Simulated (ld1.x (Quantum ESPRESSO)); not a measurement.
Configuration tests for Ba (TM)

```json
{"Element": "barium", "Generator": "ld1.x (Quantum ESPRESSO) 7.5", "Type": "norm-conserving Troullier–Martins (Kleinman–Bylander form)", "Functional": "LDA (PZ)", "Relativity": "non-relativistic", "Frozen core": "[Xe]", "Valence charge": "2", "Reference configuration": "5d0 6s2 6p0", "Partial waves": "6p (bound, empty): rc 5.88 bohr; 5d (bound, empty): rc 4.54 bohr; 6s (bound): rc 5.88 bohr", "Local potential": "the s channel", "Core correction": "Bessel-smoothed model core inside 2.70 bohr"}
```

Energies are relative to the spin-unpolarised reference configuration 5d0 6s2 6p0; without spin polarisation the order of configurations can differ from experiment. Spin-polarised rows fill each open shell by Hund’s rule, majority spin first.

```json
{"valence configuration": "5d0 6s1.5 6p0", "charge": "+0.5", "ΔE all-electron (eV)": "2.139", "error AE − PS (meV)": "+0.6"}
{"valence configuration": "5d0 6s1 6p1", "charge": "0", "ΔE all-electron (eV)": "1.890", "error AE − PS (meV)": "-16"}
{"valence configuration": "5d1 6s1 6p0", "charge": "0", "ΔE all-electron (eV)": "0.751", "error AE − PS (meV)": "-4.7"}
{"valence configuration": "5d1 6s0 6p0", "charge": "+1", "ΔE all-electron (eV)": "5.356", "error AE − PS (meV)": "-13"}
{"valence configuration": "5d0 6s0 6p1", "charge": "+1", "ΔE all-electron (eV)": "7.739", "error AE − PS (meV)": "-95"}
{"valence configuration": "5d0 6s0 6p2", "charge": "0", "ΔE all-electron (eV)": "3.867", "error AE − PS (meV)": "-82"}
{"valence configuration": "5d0 6s1 6p0 (spin-polarised)", "charge": "+1", "ΔE all-electron (eV)": "5.216", "error AE − PS (meV)": "-20"}
```

(1) What are ΔE and the potential's error for 5d0 6s1.5 6p0 (spin-polarised)?

(2) What are ΔE and the potential's error for 5d0 6s1 6p0?

Levels in the configuration 5d1 6s0 6p0:

```tsv
level	all-electron (eV)	pseudo (eV)
5d	-6.349	-6.375
```

## Answers

(1) ΔE = 2.111 eV all-electron; the error (AE − PS) is -1.2 meV.

(2) ΔE = 5.360 eV all-electron; the error (AE − PS) is -5.4 meV.
